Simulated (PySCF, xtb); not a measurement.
WO2FCl, SMILES [Cl][W]([F])(=[O])=[O], multiplicity 1.

GFN2-xTB (xtb) at its own geometry gives an orbital gap of 3.54 eV and a dipole moment of 3.87 D.

Coordinates come from a B3LYP-D3(BJ)/def2-SVP optimisation. The spin state was assumed, not searched. The structure was generated by enumeration; whether it is a known compound was not checked. The def2 effective core potentials stand for the cores of W; spin–orbit coupling is left out.

Problem. What does PBE/def2-TZVP in PySCF give? (An estimate is asked for; the answer gives what the named calculation found.)

Solution. gap 4.34 eV (levels -8.15 and -3.81 eV), dipole 1.72 D.
